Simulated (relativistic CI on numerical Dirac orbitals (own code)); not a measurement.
Pb III: calculation against measurement

Calculated at this level of theory: Dirac-Coulomb-Breit CI, separate exchange-only KLI orbitals for each configuration, a model potential for QED, valence Slater integrals scaled by 0.85, configuration energies shifted to the measured levels that pair with them (semi-empirical) (own radial code, finite nucleus).

CI space (outside the closed core [Xe] 4f14): 5d¹⁰6s², 5d¹⁰6s6p, 5d¹⁰6p², 5d¹⁰6s7s, 5d⁹6s²6p, 5d¹⁰6s6d, 5d¹⁰6s7p, 5d¹⁰6s5f, 5d¹⁰6s8s, 5d¹⁰6s7d, 5d¹⁰6s8p, 5d¹⁰6s6f, 5d¹⁰6s5g, 5d¹⁰6s9s, 5d¹⁰6s8d, 5d¹⁰6p7s, 5d¹⁰6p6d, 5d¹⁰6s9d, 5d¹⁰6d², 5d⁸6s²6p², 5d¹⁰5f², 5d⁹6s²5f, 5d⁹6s6p², 5d¹⁰5f6p, 5d⁹6s²7p, 5d⁹6s²7s, 5d⁹6s6p6d, 5d⁸6s²6d², 5d¹⁰5f6d, 5d⁹6s²6d. Levels of other configurations are missing.

```tsv
Configuration	Term (tabulated)	J	Measured (cm⁻¹)	Computed	Error	Purity (%)
5d¹⁰6s²	1S	0	0.0	0	0	97
5d¹⁰6s6p	3P°	0	60397.0	60152	-245	99
5d¹⁰6s6p	3P°	1	64391.0	64391	0	94
5d¹⁰6s6p	1P°	1	95340.1	97344	2004	91
5d¹⁰6p²	3P	0	142551.0	144140	1589	86
5d¹⁰6s7s	3S	1	150083.7	149765	-318	97
5d¹⁰6s7s	1S	0	153783.4	154102	318	98
5d⁹6s²6p	3P°	2	154494.0	154787	293	67
5d¹⁰6p²	3P	1	155431.5	155155	-277	93
5d¹⁰6s6d	3D	1	157444.1	157605	161	97
5d¹⁰6s6d	3D	2	157925.0	157925	0	97
5d¹⁰6s6d	3D	3	158956.8	158788	-168	99
5d¹⁰6p²	3P	2	164817.9	164588	-230	62
5d¹⁰6s7p	3P°	0	170917.3	170918	1	99
5d¹⁰6s7p	3P°	1	171081.4	171257	175	78
5d⁹6s²6p	3F°	4	173329.0	173436	107	97
5d⁹6s²6p	3F°	2	173986.3	173879	-107	60
5d¹⁰6s7p	3P°	2	176022.9	175861	-162	84
5d⁹6s²6p	1D°	2	177906.5	178095	189	64
5d⁹6s²6p	1P°	1	184268.1	186328	2060	63
5d¹⁰6p²	1S	0	188615.0	188845	230	81
5d¹⁰6s5f	3F°	2	190287.8	190233	-55	96
5d¹⁰6s5f	3F°	4	190429.0	190429	0	97
5d¹⁰6s5f	1F°	3	190901.2	190909	7	94
5d⁹6s²6p	3P°	0	192880.0	191239	-1641	98
5d⁹6s²6p	3D°	1	197318.6	196580	-738	55
5d¹⁰6s8s	3S	1	197892.8	197690	-203	100
5d⁹6s²6p	3D°	2	199343.9	198700	-644	56
5d¹⁰6s8s	1S	0	199400.6	199604	203	96
5d¹⁰6s7d	3D	1	201398.7	201398	0	99
5d¹⁰6s7d	3D	2	201597.3	201598	0	98
5d¹⁰6s7d	3D	3	202046.8	201972	-75	100
5d¹⁰6s7d	1D	2	203301.6	204100	799	93
5d¹⁰6s8p	3P°	1	206979.0	206844	-135	84
5d¹⁰6s8p	1P°	1	209318.0	209461	143	81
5d¹⁰6s6f	3F°	2	214434.0	214416	-18	96
5d¹⁰6s6f	3F°	3	214477.0	214477	0	88
5d¹⁰6s6f	3F°	4	214486.0	214558	72	99
5d¹⁰6s5g	3G	3	217635.3	217626	-10	100
5d¹⁰6s5g	3G	5	217659.1	217669	10	100
5d¹⁰6s9s	3S	1	219344.0	219198	-146	100
5d¹⁰6s9s	1S	0	219910.0	220056	146	99
5d¹⁰6s8d	3D	1	221205.0	221197	-8	99
5d¹⁰6s8d	3D	2	221307.0	221315	8	97
5d¹⁰6s8d	3D	3	221600.0	221547	-53	99
5d¹⁰6s8d	1D	2	221938.0	222363	425	95
5d¹⁰6p7s	3P°	0	226618.0	227304	686	99
5d¹⁰6s9d	3D	1	232019.0	232026	7	98
5d¹⁰6s9d	3D	2	232097.0	232090	-7	95
5d¹⁰6s9d	3D	3	232274.0	232260	-14	100
5d¹⁰6s9d	1D	2	232442.0	232666	224	95
5d¹⁰6p7s	3P° †	1	242321.0	228199	-14122	71
5d¹⁰6p7s	3P° †	2	246144.0	245873	-271	64
```

Measured levels from Moore, Atomic Energy Levels, vol. III, NSRDS-NBS 35 (1971 reprint of NBS Circular 467, 1958); pairs were made by configuration, J and term (by order where the table uses no LS term), so strongly mixed levels may be paired wrongly. The analysis dates from before 1960.

Mean error by configuration (cm⁻¹): 5d¹⁰6s6p 586; 5d¹⁰6p² 328; 5d¹⁰6s7s 0; 5d⁹6s²6p -60; 5d¹⁰6s6d -2; 5d¹⁰6s7p 5; 5d¹⁰6s5f -16; 5d¹⁰6s8s 0; 5d¹⁰6s7d 181; 5d¹⁰6s8p 4; 5d¹⁰6s6f 18; 5d¹⁰6s5g 0; 5d¹⁰6s9s 0; 5d¹⁰6s8d 93; 5d¹⁰6p7s 686; 5d¹⁰6s9d 52. Over the excited levels the mean absolute error is 302 cm⁻¹ (52 of the 66 excited levels that our extract of the source holds in range could be paired, and the others can miss by more), and the median relative error of those above 1,000 cm⁻¹ is 0.067 %, both after the shifts were fitted to these levels, so that a configuration with one level shows no error. † marks terms whose computed intervals miss the measured ones by more than a factor of 2.5, or configurations far off the rest, from wrong mixing, a near crossing or a doubtful label or measurement; they are left out of the means.

Configurations whose levels could be paired with our table of measured levels were shifted onto them, all but the ground configuration, by the median error of their levels; single terms can still be off by 1,000 to 2,000 cm⁻¹ or more, and rates follow the energies as ν³ (E1, M1) or ν⁵ (E2). The others borrow a shift and can be off by several thousand cm⁻¹ or more. The fine structure of a lone outer electron comes out too small, for d and f at times inverted, and misplaced configurations move strength between like terms. 52 of the 66 excited levels that our extract of the measured tables holds in this range could be paired (the sources list more); they are missed by 567 cm⁻¹ on average and 14122 at most, after the shifts were fitted to these levels, and levels without a partner can miss by more.

Shifts applied (cm⁻¹): 5d¹⁰6s² 0; 5d¹⁰6s6p 2876; 5d¹⁰6p² 2466; 5d¹⁰6s7s 2595; 5d⁹6s²6p -3530; 5d¹⁰6s6d 3157; 5d¹⁰6s7p 3685; 5d¹⁰6s5f 3632; 5d¹⁰6s8s 3097; 5d¹⁰6s7d 3586; 5d¹⁰6s8p 3367; 5d¹⁰6s6f 3476; 5d¹⁰6s5g 2053; 5d¹⁰6s9s 3291; 5d¹⁰6s8d 3629; 5d¹⁰6p7s 4630; 5d¹⁰6s9d 3443.
